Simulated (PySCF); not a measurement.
Cartesian coordinates (Å):
SMILES: [OH][Ge]([OH])[OH]
```xyz
7

O      1.6486     0.0909    -0.0772
Ge    -0.0176    -0.0516     0.5262
O     -0.7456    -1.4430    -0.3075
O     -0.8891     1.3928    -0.0349
H      2.1283    -0.7417    -0.0366
H     -1.7046    -1.4555    -0.2360
H     -0.4200     2.2080     0.1659
```
Charge 0, spin multiplicity 2.

Q: Estimate the dipole moment, total energy and highest occupied spin orbital that ωB97X-D3(BJ)/def2-TZVP // PBE0-D3(BJ)/def2-TZVP in PySCF returns for this input.

A: 
dipole moment: 1.66 D
total energy: -62711.65 eV
highest occupied spin orbital: -8.76 eV
